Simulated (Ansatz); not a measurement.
Consider the isomerisation: `[OH][AlH][SiH2]O` → `O[SiH2][O][AlH2]`.

Program: Ansatz. Geometries: PBE0-D4/def2-TZVP. ΔE: electronic, gas phase. CCSD(T)/CBS is the MP2 limit (def2-TZVPP, def2-QZVPP) plus CCSD(T) − MP2 in def2-TZVPP, frozen cores. Functionals use def2-TZVPP. B3LYP here is the variant with VWN-RPA as its local correlation; programs differ in this. HSE06 is defined as in plane-wave codes. Each species was taken in one conformer, which may not be the lowest.

`[OH][AlH][SiH2]O`:

Z-matrix (Å, degrees):
```
Si
Al 1 2.472
O 1 1.665 2 112.2
H 1 1.497 2 111.7 3 124.4
H 1 1.490 2 111.2 3 -116.9
O 2 1.701 1 118.2 3 8.0
H 2 1.584 1 126.4 3 -171.7
H 3 0.958 1 116.9 2 72.5
H 6 0.956 2 122.4 1 3.9
```

`O[SiH2][O][AlH2]`:

```xyz
9

O     0.140    0.758    2.055
Si   -0.849    0.150    0.894
O    -0.052   -0.227   -0.464
Al    0.917   -0.674   -1.765
H     0.492    1.640    1.928
H    -1.431   -1.068    1.499
H    -1.896    1.145    0.540
H     2.205    0.193   -2.057
H     0.474   -1.917   -2.630
```

```tsv
level	ΔE (kcal/mol)	difference from CCSD(T)/CBS
LDA (SPW92)	-29.6	5.5
PBE-D4	-28.0	7.1
revPBE-D4	-28.4	6.7
BLYP-D4	-32.9	2.2
r2SCAN-D4	-33.8	1.3
B97M-V	-37.3	-2.2
PBE0-D4	-30.8	4.3
B3LYP-D4	-34.9	0.2
r2SCANh-D4	-34.4	0.7
r2SCAN0-D4	-35.2	-0.1
HSE06-D4	-30.8	4.3
BHLYP-D4	-38.2	-3.1
CAM-B3LYP-D4	-36.9	-1.8
ωB97M-V	-36.2	-1.1
PBE-QIDH	-34.7	0.4
PBE	-27.8	7.3
revPBE	-27.3	7.8
BLYP	-32.4	2.7
r2SCAN	-33.8	1.3
PBE0	-30.7	4.4
r2SCANh	-34.3	0.8
r2SCAN0	-35.1	0.0
HSE06	-30.7	4.4
BHLYP	-38.1	-3.0
CAM-B3LYP	-36.8	-1.7
LC-ωPBE	-33.3	1.8
RPA@PBE/def2-TZVPP	-34.9	0.2
HF/def2-SVP	-41.0	-5.9
MP2/def2-SVP	-37.6	-2.5
CCSD/def2-SVP	-36.1	-1.0
CCSD(T)/def2-SVP	-35.5	-0.4
MP2/def2-TZVPP	-37.4	-2.3
SCS-MP2/def2-TZVPP	-38.0	-2.9
CCSD/def2-TZVPP	-36.3	-1.2
CCSD(T)/def2-TZVPP	-35.4	-0.3
HF/def2-QZVPP	-42.4	-7.3
SCS-MP2/def2-QZVPP	-38.0	-2.9
HF/CBS(def2)	-42.5	-7.4
MP2/CBS(def2)	-37.1	-2.0
CCSD/CBS(def2)	-36.0	-0.9
CCSD(T)/CBS	-35.1	0
```

Largest T1 diagnostic among the species: 0.013.

From BLYP to BHLYP (50 % exact exchange), in def2-TZVPP and without D4, ΔE moves by −5.7 kcal/mol. In def2-TZVPP, CCSD(T) changes the Hartree–Fock value by +6.5 kcal/mol (the triples alone add +0.9 kcal/mol) and MP2 by +4.5 kcal/mol. Leaving LDA and LC-ωPBE aside and taking each functional with its dispersion term where it has one, the values spread over 10.2 kcal/mol, from BHLYP-D4 to PBE-D4. LDA lies −1.8 kcal/mol from PBE without D4.
